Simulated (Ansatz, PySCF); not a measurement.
Dissociation curve of Be2, singlet.

Methods: RKS-PBE = Ansatz (a first-principles code) with restricted PBE/def2-SVP; UKS-PBE = unrestricted PBE/def2-SVP in Ansatz; UKS-B3LYP/LANL2DZ = PySCF with unrestricted B3LYP/LANL2DZ; UKS-B3LYP/3-21G = unrestricted B3LYP/3-21G run with PySCF 2.14.0; UKS-B3LYP/6-31G* = PySCF with unrestricted B3LYP/6-31G*, spherical d.

Energies are in eV, each relative to the lowest point of its own curve near equilibrium.

```csv
R / Å,RKS-PBE,UKS-PBE,UKS-B3LYP/LANL2DZ,UKS-B3LYP/3-21G,UKS-B3LYP/6-31G*
1.89,0.758,0.566,0.536,0.502,0.485
2.03,0.348,0.241,0.210,0.194,0.176
2.15,0.150,0.086,0.068,0.063,0.045
2.27,0.045,0.016,0.069,0.070,0.057
2.39,0.003,0.000,0.018,0.021,0.012
2.42,0.000,0.002,0.011,0.014,0.006
2.52,0.003,0.017,0.000,0.002,0.000
2.59,0.015,0.034,0.000,0.000,0.003
2.63,0.025,0.045,0.002,0.001,0.007
2.75,0.061,0.082,0.014,0.009,0.024
2.92,0.122,0.142,0.038,0.026,0.054
3.10,0.186,0.206,0.063,0.047,0.086
3.45,0.287,0.308,0.099,0.083,0.133
3.76,0.348,0.368,0.118,0.107,0.161
4.12,0.390,0.411,0.130,0.125,0.181
4.49,0.413,0.434,0.137,0.136,0.193
5.04,0.429,0.450,0.141,0.144,0.203
5.54,0.436,0.457,0.141,0.146,0.207
6.25,0.441,0.462,0.140,0.147,0.210
6.78,0.443,0.463,0.139,0.147,0.210
7.48,0.444,0.464,0.138,0.146,0.210
```

At the longest distance, 7.48 Å, UKS-PBE lies highest above its minimum (0.464 eV) and UKS-B3LYP/LANL2DZ lowest (0.138 eV).

The unrestricted determinant behind UKS-PBE is spin-contaminated at 1.89 to 2.63 Å (<S²> up to 0.7, against 0.00 for a pure singlet). The unrestricted solution behind UKS-B3LYP/LANL2DZ, UKS-B3LYP/3-21G, UKS-B3LYP/6-31G* changes between 2.15 and 2.27 Å, which can leave a kink. The unrestricted determinant behind UKS-B3LYP/LANL2DZ, UKS-B3LYP/3-21G, UKS-B3LYP/6-31G* is spin-contaminated at 1.89 to 2.15 Å (<S²> up to 0.7, against 0.00 for a pure singlet).
